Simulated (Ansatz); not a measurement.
Reaction: BeCl2 (SMILES [Cl][Be][Cl]) → BeCl2 (parent SMILES [Cl][Be][Cl], triplet)
Each species at its own B3LYP-D3(BJ)/def2-TZVP minimum (Ansatz, a first-principles code).

Wanted: adiabatic triplet-singlet gap (electronic), in kcal/mol. UHF or UKS for unpaired electrons; spin-orbit terms are left out. Correlated methods leave the cores frozen. No relativity. CBS(X,Y): correlation extrapolated as X^-3, Hartree-Fock from the larger set. A bracket is a step between two methods taken in the basis named. Double hybrids freeze cores in their MP2 part. The spin of BeCl2 (parent SMILES [Cl][Be][Cl], triplet) was assumed, and the state is the lowest solution found for it.

CCSD(T)/CBS(def2-TZVPP,def2-QZVPP) + [CCSDT(Q) - CCSD(T)]/def2-TZVPP + [CCSDTQ - CCSDT(Q)]/def2-SVP (Ansatz) gives 118.0 kcal/mol.

Task: How far off this value is PBE/def2-TZVPD (Ansatz), in which direction, and how far these levels: r2SCAN/def2-TZVPD, B3LYP/def2-TZVPD, PBE0/def2-TZVPD, B2PLYP/def2-TZVPD, CCSD(T)/CBS(def2-TZVPP,def2-QZVPP)?

Result: PBE gives 103.7 kcal/mol, 14.3 kcal/mol below it. Differences of the others: r2SCAN/def2-TZVPD (Ansatz) -11.9; B3LYP/def2-TZVPD (Ansatz) -8.1; PBE0/def2-TZVPD (Ansatz) -9.5; B2PLYP/def2-TZVPD (Ansatz) -4.4; CCSD(T)/CBS(def2-TZVPP,def2-QZVPP) (Ansatz) 0.5 kcal/mol.
